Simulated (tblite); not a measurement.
Compound: C6H11F2NSi.
Numbering: `[F:1][CH:2]([F:3])[C@@:4]1([N:5]2[CH2:6][CH2:7]2)[CH2:8][CH2:9][SiH2:10]1` (hydrogens: H11 on C2; H12, H13 on C6; H14, H15 on C7; H16, H17 on C8; H18, H19 on C9; H20, H21 on Si10)

Cartesian coordinates in Å at the GFN2-xTB level; atoms count from 1:
```xyz
21
C6H11F2NSi angstrom
F      0.172    1.583    2.307
C     -0.013    0.310    1.880
F     -1.196   -0.083    2.422
C     -0.049    0.235    0.363
N      1.259    0.650   -0.074
C      1.708    0.454   -1.422
C      2.324   -0.294   -0.302
C     -0.626   -1.136   -0.085
C     -2.054   -0.699   -0.469
Si    -1.590    1.156   -0.362
H      0.782   -0.309    2.330
H      1.082   -0.087   -2.124
H      2.232    1.296   -1.852
H      3.292    0.007    0.074
H      2.121   -1.356   -0.219
H     -0.091   -1.525   -0.950
H     -0.594   -1.891    0.701
H     -2.779   -1.008    0.281
H     -2.387   -1.096   -1.425
H     -1.274    1.806   -1.632
H     -2.330    2.005    0.558
```

Level: GFN2-xTB in tblite, geometry and Hessian alike; calculated harmonic values, unscaled, isolated species. Against measured fundamentals such values can be off by several per cent, at times by over 20. Modes of hydrogen on silicon can be 10 to 20 % off. One conformer, not necessarily the lowest.

Harmonic wavenumbers (cm⁻¹): 58.9, 82.0, 92.1, 134.1, 151.0, 193.8, 268.2, 319.1, 390.9, 403.2, 421.7, 455.8, 489.6, 518.6, 600.4, 609.9, 628.4, 706.6, 748.9, 760.0, 808.9, 851.3, 941.1, 957.6, 987.1, 1012.7, 1028.7, 1033.7, 1040.7, 1066.9, 1073.3, 1078.0, 1111.3, 1129.8, 1167.1, 1185.0, 1192.4, 1221.4, 1264.8, 1268.6, 1291.5, 1362.5, 1439.6, 1462.9, 1487.7, 1494.6, 2289.3, 2349.8, 2864.4, 2978.6, 3000.6, 3010.8, 3014.0, 3017.2, 3022.6, 3062.1, 3068.1.

A = 1397, B = 1106, C = 849.1 MHz; mass 163.063 u (most abundant isotopes); point group C1, symmetry number 1.

Question: Zero-point energy?

Answer: Half the sum of the wavenumbers: 34835 cm⁻¹ = 416.72 kJ/mol.

Question: What is S at 200 K and 1 bar for an ideal gas of classical rigid rotors and harmonic oscillators?

Answer: Translation 164.09, rotation 120.05, vibration 82.85: S = 367.0 J/(mol K).

Question: And Cp and H(200 K) − H(0)?

Answer: Cp = 129.34 J/(mol K), of which vibrations give 96.08 (their classical limit is 57 R = 473.9); H(200 K) − H(0) = 15.97 kJ/mol without the zero-point energy, 9.32 from vibrations.

Question: What must be added to the electronic energy to get the Gibbs energy at 200 K and 1 bar?

Answer: ZPE + [H(200 K) − H(0)] − T·S = 416.72 + 15.97 − 73.40 = 359.29 kJ/mol.

Question: Blend soft modes into free rotors: weight 1/[1 + (100 cm⁻¹/ν̃)⁴] for the oscillator and the rest for a rotor with moment μB/(μ + B), μ = h/(8π²ν), B = 10⁻⁴⁴ kg m². What vibrational entropy results?

Answer: 78.55 J/(mol K) in place of 82.85, which changes −T·S at 200 K by +0.86 kJ/mol.

Hindered rotation and anharmonicity are outside this model. Other conformers, if any are populated, would add a mixing term that is left out. The structure is chiral; the term R ln 2 for an equal mix with its mirror image is left out.
